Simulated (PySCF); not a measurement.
C3H9Bi (SMILES [CH3][Bi]([CH3])[CH3]), singlet, at a GFN2-xTB geometry (such geometries of metal compounds can be far from the true shape) (core potentials on Bi), with bond 11-10 at 1.5 times its length; PBE0/def2-SVP (PySCF).

PySCF was given this input:
```python
from pyscf import gto, scf, dft

mol = gto.M(
    atom='''
Bi   -0.00265924   -0.00463990    0.32774277
C    -1.05486994   -1.53919065   -0.96882360
H    -0.64425811   -2.52383649   -0.78776141
H    -0.90946744   -1.27908881   -2.00731595
H    -2.11451925   -1.54953889   -0.74958142
C    -0.80582360    1.70974853   -0.92080720
H    -0.65333574    1.48323884   -1.96613109
H    -0.28504596    2.62610321   -0.67562231
H    -1.86385686    1.84117722   -0.73586087
C     1.88353121   -0.13071016   -0.92504196
H     1.47478058   -0.11464697   -2.49316269
H     2.41685485   -1.04639693   -0.70569174
H     2.52628836    0.71436864   -0.71619253
''',
    basis='def2-svp',
    ecp={'Bi': 'def2-svp'},
    verbose=4,
)

mf = dft.RKS(mol)
mf.xc = 'pbe0'
mf.kernel()
mo_i, mo_e, stable_i, stable_e = mf.stability(internal=True, external=True, return_status=True, nroots=6, tol=1e-6)
print('internally stable:', stable_i, ' externally stable:', stable_e)
if not stable_e:
    umf = mf.to_uhf() if not hasattr(mf, 'xc') else mf.to_uks()
    umf.scf_summary = {}
    umf.kernel(umf.make_rdm1(mo_e, umf.mo_occ))
mf.analyze()
```

What the program printed (banner, timings and long lists left out):

```
PySCF version 2.14.0

[INPUT] verbose = 4
[INPUT] num. atoms = 13
[INPUT] num. electrons = 50
[INPUT] charge = 0
[INPUT] spin (= nelec alpha-beta = 2S) = 0
[INPUT] symmetry False subgroup None
[INPUT] Mole.unit = angstrom
[INPUT] Symbol           X                Y                Z      unit          X                Y                Z       unit  Magmom
[INPUT]  1 Bi    -0.002659240000  -0.004639900000   0.327742770000 AA   -0.005025235299  -0.008768140245   0.619344074606 Bohr   0.0
[INPUT]  2 C     -1.054869940000  -1.539190650000  -0.968823600000 AA   -1.993415283636  -2.908648781991  -1.830811267015 Bohr   0.0
[INPUT]  3 H     -0.644258110000  -2.523836490000  -0.787761410000 AA   -1.217471381430  -4.769359749284  -1.488653316401 Bohr   0.0
[INPUT]  4 H     -0.909467440000  -1.279088810000  -2.007315950000 AA   -1.718644380809  -2.417127539896  -3.793277390971 Bohr   0.0
[INPUT]  5 H     -2.114519250000  -1.549538890000  -0.749581420000 AA   -3.995862267621  -2.928204121463  -1.416503591863 Bohr   0.0
[INPUT]  6 C     -0.805823600000   1.709748530000  -0.920807200000 AA   -1.522785908711   3.230956463578  -1.740073421528 Bohr   0.0
[INPUT]  7 H     -0.653335740000   1.483238840000  -1.966131090000 AA   -1.234625615990   2.802915184918  -3.715449285093 Bohr   0.0
[INPUT]  8 H     -0.285045960000   2.626103210000  -0.675622310000 AA   -0.538658797314   4.962615841741  -1.276741129546 Bohr   0.0
[INPUT]  9 H     -1.863856860000   1.841177220000  -0.735860870000 AA   -3.522179000792   3.479320692588  -1.390575510084 Bohr   0.0
[INPUT] 10 C      1.883531210000  -0.130710160000  -0.925041960000 AA    3.559358133971  -0.247006404098  -1.748075958131 Bohr   0.0
[INPUT] 11 H      1.474780580000  -0.114646970000  -2.493162690000 AA    2.786931390027  -0.216651374311  -4.711394668084 Bohr   0.0
[INPUT] 12 H      2.416854850000  -1.046396930000  -0.705691740000 AA    4.567193749327  -1.977403615286  -1.333564116968 Bohr   0.0
[INPUT] 13 H      2.526288360000   0.714368640000  -0.716192530000 AA    4.773993112077   1.349961081578  -1.353407734159 Bohr   0.0

nuclear repulsion = 199.980810728098
number of shells = 55
number of NR pGTOs = 196
number of NR cGTOs = 113
basis = def2-svp
ecp = {'Bi': 'def2-svp'}

******** <class 'pyscf.dft.rks.RKS'> ********
method = RKS
initial guess = minao
damping factor = 0
level_shift factor = 0
DIIS = <class 'pyscf.scf.diis.CDIIS'>
diis_start_cycle = 1
diis_space = 8
diis_damp = 0
SCF conv_tol = 1e-09
SCF conv_tol_grad = None
SCF max_cycles = 50
direct_scf = True
direct_scf_tol = 1e-13
XC library pyscf.dft.libxc version 7.1.2
    S. Lehtola, C. Steigemann, M. J. T. Oliveira, and M. A. L. Marques,  SoftwareX 7, 1–5 (2018)
XC functionals = pbe0
    C. Adamo and V. Barone,  J. Chem. Phys. 110, 6158 (1999)
    M. Ernzerhof and G. E. Scuseria,  J. Chem. Phys. 110, 5029 (1999)
radial grids:
    Treutler-Ahlrichs [JCP 102, 346 (1995); DOI:10.1063/1.469408] (M4) radial grids

becke partition: Becke, JCP 88, 2547 (1988); DOI:10.1063/1.454033
pruning grids: <function nwchem_prune>
grids dens level: 3
symmetrized grids: False
atomic radii adjust function: <function treutler_atomic_radii_adjust>
small_rho_cutoff = 0
Set gradient conv threshold to 3.16228e-05
Initial guess from minao.
tot grids = 154072
init E= -307.053462543543
cycle= 1 E= -332.317410225883  delta_E= -25.3  |g|= 2.33  |ddm|= 13.7
cycle= 2 E= -330.651828697065  delta_E= 1.67  |g|= 3.16  |ddm|= 9.69
cycle= 3 E= -333.886360766303  delta_E= -3.23  |g|= 0.617  |ddm|= 6.61
cycle= 4 E= -333.923554591581  delta_E= -0.0372  |g|= 0.605  |ddm|= 1.43
cycle= 5 E= -334.027591594821  delta_E= -0.104  |g|=  0.1  |ddm|= 0.603
cycle= 6 E= -334.031524081133  delta_E= -0.00393  |g|= 0.0315  |ddm|= 0.18
cycle= 7 E= -334.031814607086  delta_E= -0.000291  |g|= 0.0131  |ddm|= 0.0448
cycle= 8 E= -334.031863459141  delta_E= -4.89e-05  |g|= 0.00197  |ddm|= 0.0147
cycle= 9 E= -334.031864658454  delta_E= -1.2e-06  |g|= 0.000248  |ddm|= 0.00266
cycle= 10 E= -334.03186468219  delta_E= -2.37e-08  |g|= 6.07e-05  |ddm|= 0.000525
cycle= 11 E= -334.031864683123  delta_E= -9.33e-10  |g|= 4.23e-05  |ddm|= 0.000139
cycle= 12 E= -334.03186468365  delta_E= -5.27e-10  |g|= 7.38e-06  |ddm|= 5.49e-05
Extra cycle  E= -334.031864683629  delta_E= 2.06e-11  |g|= 1.02e-05  |ddm|= 1.97e-05
converged SCF energy = -334.031864683629
rhf_internal: lowest eigs of H = [0.83006234 0.90383354 0.95342837 0.9542253  0.96611717 1.05556279]
<class 'pyscf.dft.rks.RKS'> wavefunction is stable in the internal stability analysis
rhf_real2complex: lowest eigs of H = [0.18145704 0.20474363 0.21583777 0.22815935 0.22887538 0.24674509]
<class 'pyscf.dft.rks.RKS'> wavefunction is stable in the real -> complex stability analysis
rhf_external: lowest eigs of H = [0.10101408 0.14573831 0.14943826 0.15649155 0.19601014 0.20633187]
<class 'pyscf.dft.rks.RKS'> wavefunction is stable in the RHF/RKS -> UHF/UKS stability analysis
internally stable: True  externally stable: True
**** SCF Summaries ****
Total Energy =                        -334.031864683629351
Nuclear Repulsion Energy =             199.980810728098248
One-electron Energy =                 -930.495403695035520
Two-electron Energy =                  396.482728283307893
Two-electron Coulomb Energy =          432.976839078748640
DFT Exchange-Correlation Energy =      -36.494110795440733
**** MO energy ****
MO #1   energy= -10.2585826865128  occ= 2
MO #2   energy= -10.2192695970706  occ= 2
MO #3   energy= -10.2192381015333  occ= 2
MO #4   energy= -5.99417669716753  occ= 2
MO #5   energy= -3.71835885253806  occ= 2
MO #6   energy= -3.71795709105103  occ= 2
MO #7   energy= -3.71338638562516  occ= 2
MO #8   energy= -1.05930438888652  occ= 2
MO #9   energy= -1.05881492030497  occ= 2
MO #10  energy= -1.05381743097355  occ= 2
MO #11  energy= -1.05373085278848  occ= 2
MO #12  energy= -1.05050301168213  occ= 2
MO #13  energy= -0.721708740823697 occ= 2
MO #14  energy= -0.681415247640755 occ= 2
MO #15  energy= -0.666918619538018 occ= 2
MO #16  energy= -0.549448245018448 occ= 2
MO #17  energy= -0.417645232621602 occ= 2
MO #18  energy= -0.416837764473484 occ= 2
MO #19  energy= -0.413062389021486 occ= 2
MO #20  energy= -0.399105276935266 occ= 2
MO #21  energy= -0.398368917327085 occ= 2
MO #22  energy= -0.334357029210008 occ= 2
MO #23  energy= -0.287846315870254 occ= 2
MO #24  energy= -0.285395833391811 occ= 2
MO #25  energy= -0.242371575123718 occ= 2
MO #26  energy= -0.00939735581203038 occ= 0
MO #27  energy= 0.015498539453775  occ= 0
MO #28  energy= 0.0325488232468167 occ= 0
MO #29  energy= 0.0629684274211879 occ= 0
MO #30  energy= 0.0865131744351544 occ= 0
MO #31  energy= 0.132340649199293  occ= 0
MO #32  energy= 0.135329836646968  occ= 0
MO #33  energy= 0.141989024322558  occ= 0
Dipole moment(X, Y, Z, Debye): -0.12961,  0.00844,  0.72241
```
